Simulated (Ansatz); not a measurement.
Consider the ligand exchange at a B–N bond: `BN[Si](C)(O)F` + `NCS` → `BSCN` + `C[Si](N)(O)F`.

Computed with Ansatz on PBE0-D4/def2-TZVP structures; ΔE is electronic, products minus reactants. CBS: MP2 limit from def2 TZ/QZ plus the TZ coupled-cluster correction, frozen cores. Functionals use def2-TZVPP. B3LYP here is the variant with VWN-RPA as its local correlation; programs differ in this. Each species was taken in one conformer, which may not be the lowest.

```csv
level,ΔE (kcal/mol)
r2SCAN-D4,5.8
PBE0-D4,6.1
B3LYP-D4,7.4
ωB97M-V,7.4
r2SCAN,5.7
SCS-MP2/def2-TZVPP,7.5
CCSD(T)/def2-TZVPP,7.3
MP2/def2-QZVPP,6.5
```

(1) What does CCSD(T)/CBS give? (Estimate.)

Largest T1 diagnostic among the species: 0.013.

## Answers

(1) The calculation gave: +7.0 kcal/mol. The listed levels differ from it by -1.2, -0.9, 0.4, 0.4, -1.3, 0.5, 0.3, -0.5 kcal/mol.

In def2-TZVPP, CCSD(T) changes the Hartree–Fock value by −1.6 kcal/mol (the triples alone add −0.5 kcal/mol) and MP2 by −2.3 kcal/mol.
